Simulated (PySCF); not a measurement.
Task: Write Cartesian coordinates for NbSe(OSiH3)3, `[SiH3][O][Nb](=[Se])([O][SiH3])[O][SiH3]` as optimised with PBE0-D3(BJ)/def2-SVP. (Singlet state.)

Result: 
```
atom  x, y, z in Å
Nb1    0.0009    0.0200    0.2080
Se2    0.1063   -0.0106    2.4948
O3     1.5984   -0.7053   -0.4531
Si4    3.1165   -1.3968   -0.2696
H5     3.5179   -1.3238    1.1641
H6     4.0820   -0.6440   -1.1200
H7     3.0506   -2.8169   -0.7182
O8    -0.2121    1.7964   -0.3529
Si9   -0.3799    3.4480   -0.1100
H10   -0.5541    3.7137    1.3463
H11   -1.5736    3.9169   -0.8698
H12    0.8432    4.1307   -0.6201
O13   -1.4614   -1.0179   -0.3366
Si14  -2.7617   -2.0548   -0.1171
H15   -3.1680   -2.0369    1.3168
H16   -2.3493   -3.4292   -0.5213
H17   -3.8841   -1.5901   -0.9808
```

Orientation and origin are arbitrary. Atoms count from 1 in this order. Nb1 (niobium bonded to 3 O and Se) is tetrahedral (angles from 107.9° to 111.0°). Si4 (silicon bonded to O and 3 H) is tetrahedral (angles from 108.4° to 110.5°). All 3 O–Si bonds measure 1.678 Å. All 3 Nb–O bonds measure 1.874 to 1.875 Å.

Bonds between heavy atoms (Å): Nb1–Se2 2.289, Nb1–O3 1.875, Nb1–O8 1.875, Nb1–O13 1.874, O3–Si4 1.678, O8–Si9 1.678, O13–Si14 1.678.

The calculation used PBE0-D3(BJ)/def2-SVP geometry optimisation, gas phase, def2 core potentials past Kr (PySCF 2.14.0).

Point group: near Cs, missed by 0.36 Å at most; the miss may be what the optimiser left on a soft mode. Not checked by PBE0-D3(BJ)/def2-SVP frequencies. Torsions: Se2–Nb1–O3–Si4 1°, Se2–Nb1–O8–Si9 0°, Se2–Nb1–O13–Si14 -5°.

Hardware: one thread, Arm Neoverse V2 (aarch64), shared host with 96 logical CPUs at a one-minute load of 35. Cost: 5.8 min of wall time, 1.2 GiB resident at most. That covers the optimisation of the geometry.
